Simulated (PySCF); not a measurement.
B(H)(OAc)(OH) (C₂H₅BO₃), SMILES CC(=O)OBO.

Geometry: PBE0-D3(BJ)/def2-SVP. The structure was generated by enumeration, and PubChem lists no compound with its InChIKey, so it may never have been made. The values are those of a single conformer.

Two levels are set side by side: PBE/def2-TZVP (PySCF) and ωB97X/def2-TZVP (PySCF). Same geometry, gas phase. Differences are taken from unrounded values.

```
quantity                      ωB97X    PBE  PBE minus ωB97X
---------------------------  ------  -----  ---------------
orbital gap (eV)              12.62   4.98            -7.64
highest occupied level (eV)  -10.75  -6.54             4.21
lowest empty level (eV)        1.87  -1.57            -3.44
dipole moment (D)              3.47   3.37            -0.10
mean polarisability (bohr³)    46.8   49.8              3.0
```

Without exact exchange PBE keeps part of each electron's self-repulsion, which lifts occupied levels and narrows the gap. PBE's more diffuse valence density responds more strongly to a field. Differences between two approximate levels are no errors against the true value.

Rough cost on one machine, each run with all the roots and properties that it gave: ωB97X against PBE within a factor of 2.
